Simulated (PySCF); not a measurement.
C₃H₉FSi, SMILES C[Si@H](F)CC. Atoms are numbered in the order given.

```xyz
14

C      1.7732    -1.5440     0.0010
C      1.0882    -0.3875    -0.7422
Si    -0.2126     0.5068     0.2721
C     -1.6308    -0.6126     0.7544
F     -0.8145     1.7255    -0.6439
H      2.5441    -2.0272    -0.6202
H      1.0520    -2.3255     0.2913
H      2.2679    -1.1970     0.9234
H      1.8361     0.3567    -1.0687
H      0.6053    -0.7539    -1.6660
H      0.3999     1.1357     1.4783
H     -1.2809    -1.4232     1.4146
H     -2.4142    -0.0544     1.2912
H     -2.0873    -1.0723    -0.1373
```
Charge 0, spin multiplicity 1.

Coordinates come from a B3LYP-D3(BJ)/def2-SVP optimisation. The structure was generated by enumeration; whether it is a known compound was not checked. The values are those of a single conformer.

The numbers are results of SMD-B3LYP/def2-SVP (PySCF), not measurements.

Solvation free energies are E(SMD) − E(gas) at the gas-phase geometry, for 1 M in both phases. In vacuum the dipole moment is 1.90 D.

```
solvent  ΔG(solv) (kcal/mol)  its non-electrostatic (CDS) part  dipole (D)
-------  -------------------  --------------------------------  ----------
water             (withheld)                        (withheld)  (withheld)
toluene                 -2.5                              -1.0        2.11
ethanol                 -3.1                              -0.1        2.33
```

Task: Some entries are withheld; supply them. (The exact figures need the calculation; the answer reports its results.)

Result: 
- water, ΔG(solv) (kcal/mol): 1.2
- water, its non-electrostatic (CDS) part: 4.2
- water, dipole (D): 2.36
